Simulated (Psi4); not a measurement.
hexafluoropropene (C₃F₆), singlet, geometry from GFN2-xTB; CCSD/STO-3G (Psi4).

Input for Psi4:
```
memory 2 GB

molecule mol {
0 1
  F     2.491847   -0.188296    0.798421
  C     1.314185    0.246835    0.424680
  F     1.260674    1.558248    0.421121
  C     0.282299   -0.525202    0.085216
  F     0.376068   -1.856638    0.101497
  C    -1.064361    0.031018   -0.341549
  F    -1.610870    0.786249    0.618079
  F    -0.954475    0.807488   -1.425501
  F    -1.917994   -0.942152   -0.625849
}

set basis sto-3g
set reference rhf

energy('ccsd')
print_variables()
```

What the program printed (banner, timings and long lists left out):

```
   => Loading Basis Set <=

    Name: STO-3G
    Role: ORBITAL
    Keyword: BASIS

         ---------------------------------------------------------
                                   SCF
               by Justin Turney, Rob Parrish, Andy Simmonett
                          and Daniel G. A. Smith
                              RHF Reference
         ---------------------------------------------------------

  ==> Geometry <==

    Molecular point group: c1
    Full point group: C1

    Geometry (in Angstrom), charge = 0, multiplicity = 1:

       Center              X                  Y                   Z               Mass
    ------------   -----------------  -----------------  -----------------  -----------------
         F            2.494208534319    -0.189393601329     0.799168146281    18.998403162730
         C            1.316546534319     0.245737398671     0.425427146281    12.000000000000
         F            1.263035534319     1.557150398671     0.421868146281    18.998403162730
         C            0.284660534319    -0.526299601329     0.085963146281    12.000000000000
         F            0.378429534319    -1.857735601329     0.102244146281    18.998403162730
         C           -1.061999465681     0.029920398671    -0.340801853719    12.000000000000
         F           -1.608508465681     0.785151398671     0.618826146281    18.998403162730
         F           -0.952113465681     0.806390398671    -1.424753853719    18.998403162730
         F           -1.915632465681    -0.943249601329    -0.625101853719    18.998403162730

  Running in c1 symmetry.

  Rotational constants: A =      0.08421  B =      0.04255  C =      0.03313 [cm^-1]
  Rotational constants: A =   2524.49121  B =   1275.65842  C =    993.22572 [MHz]
  Nuclear repulsion =  511.088607179268593

  Charge       = 0
  Multiplicity = 1
  Electrons    = 72
  Nalpha       = 36
  Nbeta        = 36

  ==> Algorithm <==

  SCF Algorithm Type is PK.
  DIIS enabled.
  MOM disabled.
  Fractional occupation disabled.
  Guess Type is SAD.
  Energy threshold   = 1.00e-08
  Density threshold  = 1.00e-08
  Integral threshold = 1.00e-12

  ==> Primary Basis <==

  Basis Set: STO-3G
    Blend: STO-3G
    Number of shells: 27
    Number of basis functions: 45
    Number of Cartesian functions: 45
    Spherical Harmonics?: true
    Max angular momentum: 1

  ==> Integral Setup <==

  Using in-core PK algorithm.
   Calculation information:
      Number of atoms:                   9
      Number of AO shells:              27
      Number of primitives:             81
      Number of atomic orbitals:        45
      Number of basis functions:        45

      Integral cutoff                 1.00e-12
      Number of threads:                 1

  Performing in-core PK
  Using 1072260 doubles for integral storage.
  We computed 51864 shell quartets total.
  Whereas there are 71631 unique shell quartets.

  ==> DiskJK: Disk-Based J/K Matrices <==

    J tasked:                  Yes
    K tasked:                  Yes
    wK tasked:                  No
    Schwarz Cutoff:          1E-12

  Minimum eigenvalue in the overlap matrix is 1.9660346510E-01.
  Reciprocal condition number of the overlap matrix is 9.4636175998E-02.
    Using symmetric orthogonalization.

  ==> Pre-Iterations <==

  SCF Guess: Superposition of Atomic Densities via on-the-fly atomic UHF (no occupation information).

   -------------------------
    Irrep   Nso     Nmo
   -------------------------
     A         45      45
   -------------------------
    Total      45      45
   -------------------------

  ==> Iterations <==

                        Total Energy        Delta E     RMS |[F,P]|

   @RHF iter SAD:  -696.98069857611904   -6.96981e+02   0.00000e+00
   @RHF iter   1:  -700.06852662912752   -3.08783e+00   1.49955e-02 ADIIS/DIIS
   @RHF iter   2:  -700.36893186761563   -3.00405e-01   4.61537e-03 ADIIS/DIIS
   @RHF iter   3:  -700.39661856747421   -2.76867e-02   9.61579e-04 ADIIS/DIIS
   @RHF iter   4:  -700.39890645260186   -2.28789e-03   2.41210e-04 ADIIS/DIIS
   @RHF iter   5:  -700.39903899858041   -1.32546e-04   6.61562e-05 DIIS
   @RHF iter   6:  -700.39904778165612   -8.78308e-06   1.47722e-05 DIIS
   @RHF iter   7:  -700.39904834034814   -5.58692e-07   4.74499e-06 DIIS
   @RHF iter   8:  -700.39904839031112   -4.99630e-08   1.33966e-06 DIIS
   @RHF iter   9:  -700.39904839538735   -5.07623e-09   2.23841e-07 DIIS
   @RHF iter  10:  -700.39904839552867   -1.41313e-10   5.43989e-08 DIIS
   @RHF iter  11:  -700.39904839553765   -8.98126e-12   1.09697e-08 DIIS
   @RHF iter  12:  -700.39904839553787   -2.27374e-13   1.89071e-09 DIIS
  Energy and wave function converged.

  ==> Post-Iterations <==

    Orbital Energies [Eh]
    ---------------------

    Doubly Occupied:

[...]
    Virtual:

[...]
    Final Occupation by Irrep:
              A
    DOCC [    36 ]
    NA   [    36 ]
    NB   [    36 ]

  @RHF Final Energy:  -700.39904839553787

   => Energetics <=

    Nuclear Repulsion Energy =            511.0886071792685925
    One-Electron Energy =               -1999.4999548657260675
    Two-Electron Energy =                 788.0122992909196000
    Total Energy =                       -700.3990483955378750

Computation Completed

Properties will be evaluated at   0.000000,   0.000000,   0.000000 [a0]

Properties computed using the SCF density matrix

 Multipole Moments:

 ------------------------------------------------------------------------------------
     Multipole            Electronic (a.u.)      Nuclear  (a.u.)        Total (a.u.)
 ------------------------------------------------------------------------------------

 L = 1.  Multiply by 2.5417464519 to convert [e a0] to [Debye]
 Dipole X            :         -0.0141678            0.3212883            0.3071205
 Dipole Y            :          0.1904456           -0.1493456            0.0411000
 Dipole Z            :         -0.0025714            0.1016456            0.0990742
[...]
	Two-electron integral transformation complete.
	(VV|OO)...
	Starting first half-transformation.
	Sorting half-transformed integrals.
	First half integral transformation complete.
	Starting second half-transformation.
	Two-electron integral transformation complete.
	(VV|OV)...
	Starting second half-transformation.
	Two-electron integral transformation complete.
	(VV|VV)...
	Starting second half-transformation.
	Two-electron integral transformation complete.
	Frozen core energy     =      0.00000000000000

	Size of irrep 0 of <ab|cd> integrals:      0.007 (MW) /      0.052 (MB)
	Total:                                     0.007 (MW) /      0.052 (MB)

	Size of irrep 0 of <ia|bc> integrals:      0.026 (MW) /      0.210 (MB)
	Total:                                     0.026 (MW) /      0.210 (MB)

	Size of irrep 0 of tijab amplitudes:       0.105 (MW) /      0.840 (MB)
	Total:                                     0.105 (MW) /      0.840 (MB)

	Nuclear Rep. energy          =    511.08860717926859
	SCF energy                   =   -700.39904839553787
	One-electron energy          =  -1999.49995489113667
	Two-electron energy          =    788.01229931632906
	Reference energy             =   -700.39904839553901

            **************************
            *                        *
            *        CCENERGY        *
            *                        *
            **************************

    Nuclear Rep. energy (wfn)     =  511.088607179268593
    SCF energy          (wfn)     = -700.399048395537875
    Reference energy    (file100) = -700.399048395539012

    Input parameters:
    -----------------
    Wave function   =     CCSD
    Reference wfn   =     RHF
    Brueckner       =     No
    Maxiter         =     50
    R_Convergence   =     1.0e-07
    E_Convergence   =     1.0e-06
    Restart         =     Yes
    DIIS            =     Yes
    AO Basis        =     NONE
    ABCD            =     NEW
    Cache Level     =     2
    Cache Type      =     LOW
    Print Level     =     1
    Num. of threads =     1
    # Amps to Print =     10
    Print MP2 Amps? =     No
    Analyze T2 Amps =     No
    Print Pair Ener =     No
    Local CC        =     No
    SCS-MP2         =     False
    SCSN-MP2        =     False
    SCS-CCSD        =     False

MP2 correlation energy -0.2543001945115098
                Solving CC Amplitude Equations
                ------------------------------
  Iter             Energy              RMS        T1Diag      D1Diag    New D1Diag    D2Diag
  ----     ---------------------    ---------   ----------  ----------  ----------   --------
     0        -0.254300194511510    0.000e+00    0.000000    0.000000    0.000000    0.158810
     1        -0.287564975257267    8.897e-02    0.006348    0.033129    0.033129    0.189909
     2        -0.305875926456082    3.229e-02    0.006966    0.035383    0.035383    0.210725
     3        -0.310193001354124    1.381e-02    0.007966    0.041527    0.041527    0.219866
     4        -0.310460423871914    3.795e-03    0.008045    0.041827    0.041827    0.223633
     5        -0.310502665684941    1.250e-03    0.008032    0.041828    0.041828    0.224694
     6        -0.310502875660962    3.787e-04    0.008025    0.041742    0.041742    0.224900
     7        -0.310500052523779    1.387e-04    0.008023    0.041703    0.041703    0.224941
     8        -0.310499957148860    4.924e-05    0.008021    0.041681    0.041681    0.224954
     9        -0.310501114714155    1.577e-05    0.008020    0.041675    0.041675    0.224956
    10        -0.310501141464066    6.238e-06    0.008020    0.041674    0.041674    0.224956
    11        -0.310501158740732    1.698e-06    0.008020    0.041673    0.041673    0.224956
    12        -0.310501103002833    6.110e-07    0.008020    0.041673    0.041673    0.224956
    13        -0.310501083434607    2.377e-07    0.008020    0.041673    0.041673    0.224956
    14        -0.310501080328211    8.385e-08    0.008020    0.041673    0.041673    0.224956

    Iterations converged.

    Largest TIA Amplitudes:
             22   0        -0.0283270983
             24   0        -0.0272127010
             19   1         0.0195313946
             20   4        -0.0170470190
             33   4         0.0125782053
             35   0         0.0103834158
             25   8        -0.0102769180
             21   3        -0.0100961829
             23   5        -0.0093236900
             21   5         0.0092274385

    Largest TIjAb Amplitudes:
     35  35   0   0        -0.1674585764
     22  35   0   0         0.0370165836
     35  22   0   0         0.0370165836
     20  35   0   0         0.0330233381
     35  20   0   0         0.0330233381
     32  32   6   6        -0.0312598047
     35  35   0   4        -0.0295207479
     35  35   4   0        -0.0295207479
     20  20   4   4        -0.0290872685
     23  23   1   1        -0.0288002557

    SCF energy       (wfn)                    = -700.399048395537875
    Reference energy (file100)                = -700.399048395539012

    Opposite-spin MP2 correlation energy      =   -0.207393841234571
    Same-spin MP2 correlation energy          =   -0.046906353276938
    Singles MP2 correlation energy            =   -0.000000000000000
    MP2 correlation energy                    =   -0.254300194511510
      * MP2 total energy                      = -700.653348590050541

    Opposite-spin CCSD correlation energy     =   -0.265354972758041
    Same-spin CCSD correlation energy         =   -0.045146107570170
    Singles CCSD correlation energy           =    0.000000000000000
    CCSD correlation energy                   =   -0.310501080328211
      * CCSD total energy                     = -700.709549475867220

  Variable Map:
  ----------------------------------------------------------------------------
[...]
  Array Variable Map:
  ----------------------------------------------------------------------------
[...]
[...]
```
